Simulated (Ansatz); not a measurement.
Basis-set series for C3H4FInO, SMILES `C#C[O][In]([CH3])[F]`. Total charge 0; spin multiplicity 1. In takes the def2 core potential. The geometry is a stationary point of PBE0-D4/def2-TZVP. It is one conformer, not always the lowest.

| functional | basis | functions | energy (Eh) | HOMO (eV) | LUMO (eV) |
| --- | --- | --- | --- | --- | --- |
| PBE0-D4 | def2-TZVPP | 261 | -481.69928 | -6.46 | -1.95 |
| PBE0-D4 | def2-QZVPP | 487 | -481.71799 | -6.49 | -2.01 |
| ωB97M-V | def2-TZVPP | 261 | -481.86865 | -8.69 | -0.12 |
| ωB97M-V | def2-QZVPP | 487 | -481.88608 | -8.72 | -0.36 |

Q: Give the rows for def2-SVP. (An estimate is asked.)

A: The calculation gave: 
| functional | basis | functions | energy (Eh) | HOMO (eV) | LUMO (eV) |
| --- | --- | --- | --- | --- | --- |
| PBE0-D4 | def2-SVP | 116 | -481.33900 | -6.34 | -1.77 |
| ωB97M-V | def2-SVP | 116 | -481.49709 | -8.55 | 0.18 |

Computed with Ansatz.
